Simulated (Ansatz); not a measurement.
System: sum formula SiNH5, charge 0, multiplicity 1. 
Structure (B3LYP-D3(BJ)/def2-TZVP (Ansatz, a program for electronic structure) minimum search):
SMILES: N[SiH3]
```xyz
7

Si    -0.5698    -0.0218     0.0815
N      1.1270     0.0592    -0.2111
H     -1.1332     1.3310    -0.1334
H     -1.1511    -0.9874    -0.8795
H     -0.9726    -0.4582     1.4471
H      1.6789     0.7924     0.2058
H      1.6667    -0.7871    -0.3025
```

Basis-set convergence of Hartree-Fock and CCSD correlation energies (hartree) with Ansatz. Correlated levels leave the core frozen unless marked. No spin-orbit coupling. Non-relativistic.

```tsv
basis	functions	E(HF)	E(corr, CCSD)
def2-SVPD	84	-346.18280	-0.33154
def2-TZVPPD	170	-346.35122	-0.38478
def2-QZVPPD	304	-346.36316	-0.40415
```

Extrapolating the two largest sets (X = 3 and 4) as X^-3: E(corr) = (64·(-0.40415) - 27·(-0.38478))/37 = -0.4183 Eh, an estimate of the basis-set limit. The largest set recovers 96.6 % of it, the smallest 79.3 %.
